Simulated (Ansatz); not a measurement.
Reaction (formal exchange of groups at a Ge–O bond): `[BH2][GeH2][O][SiH2]F` + CH₃OH → `[BH2][GeH2][OH]` + `CO[SiH2]F`

Gas-phase electronic energies from Ansatz, PBE0-D4/def2-TZVP geometries. CCSD(T)/CBS is the MP2 limit (def2-TZVPP, def2-QZVPP) plus CCSD(T) − MP2 in def2-TZVPP, frozen cores. This one scheme is used for every species. Functionals use def2-TZVPP. B3LYP here is the variant with VWN-RPA as its local correlation; programs differ in this. For Ge outer-core shells are correlated without core-valence functions, which leaves a few kJ/mol of doubt a bond. Scalar relativity is left out up to krypton. Each species was taken in one conformer, which may not be the lowest.

`[BH2][GeH2][O][SiH2]F`:

```xyz
11

B    -0.999   -0.839    2.236
Ge    0.481   -0.303    0.922
O    -0.261    0.175   -0.632
Si    0.169    0.738   -2.079
F    -1.159    1.012   -2.916
H    -2.149   -0.798    1.924
H    -0.699   -1.200    3.334
H     1.312    0.905    1.407
H     1.455   -1.460    0.610
H     0.961   -0.261   -2.837
H     0.889    2.031   -1.968
```

CH₃OH:

Z-matrix (Å, degrees):
```
C
O 1 1.409
H 1 1.097 2 112.4
H 1 1.090 2 107.0 3 -118.5
H 1 1.097 2 112.4 3 123.0
H 2 0.959 1 108.5 3 -61.6
```

`[BH2][GeH2][OH]`:

Z-matrix (Å, degrees):
```
Ge
O 1 1.791
B 1 2.050 2 108.1
H 1 1.549 2 108.7 3 -122.0
H 1 1.549 2 108.7 3 122.1
H 2 0.959 1 112.5 3 -179.9
H 3 1.195 1 119.5 2 179.8
H 3 1.193 1 121.4 2 -0.3
```

`CO[SiH2]F`:

Cartesian coordinates in Å:
```
C -0.813 0.368 -1.047
O -0.661 -0.358 0.155
Si 0.680 -0.386 1.067
F 1.855 -1.187 0.338
H -0.390 -0.188 -1.888
H -1.879 0.517 -1.224
H -0.327 1.348 -0.991
H 0.337 -1.102 2.310
H 1.196 0.988 1.280
```

Task: Is it downhill or uphill in electronic energy at CCSD(T)/CBS, and by how much? (Estimate.)

Result: Ansatz gave: Uphill: ΔE = +14.5 kJ/mol.

Task: What do these levels give: B3LYP-D4, ωB97M-V, PBE, r2SCAN, HF/def2-TZVPP, MP2/def2-TZVPP, CCSD/def2-TZVPP, CCSD(T)/def2-TZVPP, MP2/def2-QZVPP, HF/CBS(def2), MP2/CBS(def2), CCSD/CBS(def2)? (Estimate.)

Result: Ansatz gave: B3LYP-D4 12.9, ωB97M-V 12.3, PBE 8.4, r2SCAN 11.5, HF/def2-TZVPP 19.9, MP2/def2-TZVPP 13.4, CCSD/def2-TZVPP 15.4, CCSD(T)/def2-TZVPP 14.3, MP2/def2-QZVPP 13.7, HF/CBS(def2) 20.8, MP2/CBS(def2) 13.5, CCSD/CBS(def2) 15.6 kJ/mol.

Largest T1 diagnostic among the species: 0.012.

In def2-TZVPP, CCSD(T) changes the Hartree–Fock value by −5.6 kJ/mol (the triples alone add −1.1 kJ/mol) and MP2 by −6.6 kJ/mol. From PBE to PBE0 (25 % exact exchange), in def2-TZVPP and without D4, ΔE moves by +3.5 kJ/mol.
